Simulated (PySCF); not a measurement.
Computed shifts of a molecule C₃HBrClF, PBE/pcSseg-1 (PySCF), GIAO, gas phase, equivalent atoms averaged, in ppm (number of nuclei): ¹⁹F: -86.4 (1). ¹³C: 203.0 (1), 153.2 (1), 114.2 (1). ¹H: 7.29 (1). References: ¹⁹F against CFCl3 (σ = 133.6 ppm); ¹³C against TMS (σ = 182.0 ppm); ³⁵Cl against HCl (σ = 936.5 ppm); ¹H against TMS (σ = 31.49 ppm), references at their B3LYP-D3(BJ)/def2-TZVP geometries, non-relativistic (without spin–orbit terms, shifts of atoms bonded to Cl or Br come out too high). Coordinates come from a r2SCAN-D4/def2-SVP optimisation. The values are those of a single conformer.

**Question.** Which structure fits?
A. FC(Br)=C=CCl
B. FC=C=C(Cl)Br
C. FC(Cl)=C=CBr

**Answer.** C, FC(Cl)=C=CBr
